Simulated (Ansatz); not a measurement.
`[SiH3][SbH][SiH3]` + `N[SiH](O)Cl` → `N[SiH](Cl)O[SiH3]` + `[SiH3][SbH2]`  (cleavage of the Si–Sb bond)

Gas-phase electronic energies from Ansatz, PBE0-D4/def2-TZVP geometries. CCSD(T)/CBS adds triple-zeta CCSD(T) − MP2 to the extrapolated MP2 energy (def2 sets, frozen cores). DFT in def2-TZVPP. def2 core potentials past Kr. For Sb outer-core shells are correlated without core-valence functions, which leaves a few kJ/mol of doubt a bond. Each species was taken in one conformer, which may not be the lowest.

`[SiH3][SbH][SiH3]`:

Z-matrix (Å, degrees):
```
Si
Sb 1 2.570
H 1 1.487 2 109.6
H 1 1.486 2 112.5 3 121.5
H 1 1.487 2 108.1 3 -118.3
Si 2 2.570 1 90.1 3 -166.8
H 2 1.710 1 91.3 3 -75.5
H 6 1.487 2 108.1 1 -74.5
H 6 1.486 2 112.4 1 45.8
H 6 1.487 2 109.6 1 167.3
```

`N[SiH](O)Cl`:

Cartesian coordinates in Å:
```
N -0.410 0.033 1.135
Si -0.153 0.036 -0.546
O 1.344 0.571 -0.912
Cl -0.457 -1.917 -1.116
H -1.000 -0.659 1.563
H -0.358 0.881 1.675
H -1.039 0.881 -1.367
H 2.074 0.174 -0.432
```

`N[SiH](Cl)O[SiH3]`:

```xyz
11

N    -1.115    0.279    1.937
Si   -0.928    0.483    0.267
Cl   -1.976   -0.880   -0.889
O     0.637    0.285   -0.101
Si    1.638   -0.370   -1.228
H    -0.699   -0.507    2.410
H    -1.964    0.577    2.388
H    -1.441    1.811   -0.116
H     3.006    0.126   -0.942
H     1.614   -1.851   -1.134
H     1.228    0.048   -2.592
```

`[SiH3][SbH2]`:

Cartesian coordinates in Å:
```
Si -0.811 0.068 0.494
Sb 1.564 0.611 -0.336
H -1.682 1.248 0.249
H -0.757 -0.185 1.958
H -1.399 -1.117 -0.181
H 1.074 0.410 -1.961
H 2.011 -1.034 -0.222
```

| species | RPA@PBE/def2-TZVPP energy (Eh) |
| --- | --- |
| `[SiH3][SbH][SiH3]` | -822.21425 |
| `N[SiH](O)Cl` | -881.48824 |
| `N[SiH](Cl)O[SiH3]` | -1171.86396 |
| `[SiH3][SbH2]` | -531.86479 |

(1) Work out ΔE.

Largest T1 diagnostic among the species: 0.014.

## Answers

(1) ΔE = (-1171.86396) + (-531.86479) − (-822.21425) − (-881.48824) = -0.02626 Eh = -0.71 eV. CCSD(T)/CBS gives -0.61 eV.

From PBE to PBE0 (25 % exact exchange), in def2-TZVPP and without D4, ΔE moves by −0.06 eV. Leaving LDA and LC-ωPBE aside and taking each functional with its dispersion term where it has one, the values, not all of them listed here, spread over 0.32 eV, from CAM-B3LYP-D4 to PBE-D4.
